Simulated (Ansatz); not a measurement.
Species: C₂H₃B, charge 0, singlet. C2H3B (SMILES BC#C).
B3LYP-D3(BJ)/def2-TZVP minimum from Ansatz (a first-principles code):
```xyz
6

B     -1.1930    -0.0411    -0.7163
C      0.0924     0.0032     0.0555
C      1.1290     0.0389     0.6778
H      2.0405     0.0703     1.2251
H     -1.9423     0.8818    -0.6750
H     -1.4612    -0.9990    -1.3685
```
Charge 0, spin multiplicity 1.

Total energies in hartree (Ansatz). Radicals and triplets start from unrestricted determinants; spin-orbit coupling is neglected. Correlated methods leave the cores frozen. No relativity. Where a partner has so few electrons that a lower coupled-cluster level is exact, that level stands in.

| species | HF/cc-pVTZ | CCSD(T)/cc-pVTZ | HF/cc-pVQZ | CCSD(T)/cc-pVQZ | CCSDT(Q)/cc-pVTZ |
|---|---|---|---|---|---|
| 1: C2H3B (SMILES BC#C) | -102.12497 | -102.56758 | -102.13150 | -102.59558 | -102.56944 |
| 2: B (doublet) | -24.53207 | -24.59810 | -24.53297 | -24.60084 | -24.59852 |
| 3: C (triplet) | -37.69157 | -37.78076 | -37.69331 | -37.78654 | -37.78126 |
| 4: H (doublet) | -0.49981 | -0.49981 | -0.49995 | -0.49995 | -0.49981 |

Question: Work out the atomisation energy (electronic, to ground-state atoms) in kcal/mol: take Hartree-Fock from cc-pVQZ, extrapolate the CCSD(T) correlation energy as X^-3 (X = 3, 4), and add CCSDT(Q) - CCSD(T) in cc-pVTZ. 1 hartree = 627.51 kcal/mol.

Answer: 
Species 1: correlation (64·(-0.46408) - 27·(-0.44261))/37 = -0.47975; step -0.00186; E1 = -102.13150 + (-0.47975) + (-0.00186) = -102.61311
Species 2: correlation (64·(-0.06787) - 27·(-0.06603))/37 = -0.06921; step -0.00042; E2 = -24.53297 + (-0.06921) + (-0.00042) = -24.60260
Species 3: correlation (64·(-0.09323) - 27·(-0.08919))/37 = -0.09618; step -0.00050; E3 = -37.69331 + (-0.09618) + (-0.00050) = -37.78999
Species 4: correlation (64·(0.00000) - 27·(0.00000))/37 = 0.00000; step +0.00000; E4 = -0.49995 + (0.00000) + (+0.00000) = -0.49995
-1·E1 +1·E2 +2·E3 +3·E4 = 0.93068 hartree = 584.0 kcal/mol.
